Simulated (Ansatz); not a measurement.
CH$_{5}$BGeO, SMILES `O=C[BH][GeH3]`. Charge 0, multiplicity 1. The structure was optimised at the PBE0-D4/def2-TZVP level. It is one conformer, not always the lowest.

```xyz
9

O    -0.774    1.979    0.610
C    -1.342    1.119   -0.045
B    -0.640   -0.130    0.508
Ge    1.148   -0.775   -0.285
H    -2.122    1.369   -0.786
H    -1.094   -0.620    1.497
H     2.222   -0.952    0.802
H     0.908   -2.156   -0.928
H     1.693    0.166   -1.372
```

Task: What is the dipole moment at PBE/def2-TZVPP? (An estimate is asked.)

Result: Computed: 1.81 D, with components (-1.32, -0.74, -0.98) D in this frame, pointing from negative to positive charge.

Task: And with r2SCAN, B3LYP, ωB97M-V? (Best estimate.)

Result: The calculation gave: r2SCAN 1.92 D, B3LYP 2.04 D, ωB97M-V 2.08 D.

Task: Give the Mulliken charges with PBE, ωB97M-V, r2SCAN in def2-TZVPP. (Best estimate.)

Result: Ansatz gave: 
```tsv
atom	PBE	ωB97M-V	r2SCAN
O1	-0.20	-0.27	-0.28
C2	0.18	0.21	0.25
B3	-0.08	-0.09	-0.05
Ge4	0.02	-0.08	0.04
H5	0.08	0.10	0.06
H6	0.04	0.10	0.03
H7	-0.01	0.01	-0.02
H8	-0.02	0.00	-0.02
H9	-0.01	0.01	-0.02
```

B3LYP here is the variant with VWN-RPA as its local correlation; programs differ in this.
